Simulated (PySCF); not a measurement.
# HInO + H₂O → InH₃ + O₂

Level: PBE in the def2-TZVP basis family, computed in PySCF with density fitting; scalar-relativistic core potentials for atoms from Rb on, none lighter, no spin–orbit coupling; open shells unrestricted.

```
species                                      state and structure      E (Eh)  ZPE (kJ/mol)  H(298 K) − H(0) (kJ/mol)  S° (J/(mol K))
   HInO  singlet, C∞v, In–H 1.676 Å, In–O 1.839 Å; H–In–O 180.0°  -265.87329          21.4                      10.2           238.9
    H₂O             singlet, C2v, O–H 0.971 Å (×2); H–O–H 104.3°   -76.37680          54.3                       9.9           189.0
   InH₃                          singlet, D3h, In–H 1.737 Å (×3)  -191.88126          42.0                      11.3           229.8
     O₂                                triplet, D∞h, O–O 1.219 Å  -150.24892           9.3                       8.7           205.2
```

Question: What is the electronic reaction energy?

Answer: At PBE/def2-TZVP, ΔE = 314.8 kJ/mol from the differences of the total energies times 2625.5, uphill. 

Question: Add zero-point, thermal and entropy terms for 298.15 K and 1 bar.

Answer: ΔZPE = -24.4 and Δ[H(298) − H(0)] = -0.1 kJ/mol give ΔH° = 290.3 kJ/mol. ΔS° = 7.1 J/(mol K), so ΔG° = 290.3 − 298.15 × (0.0071) = 288 kJ/mol.

Each species is the lowest minimum found with this bonding; other isomers or fragments can lie lower.
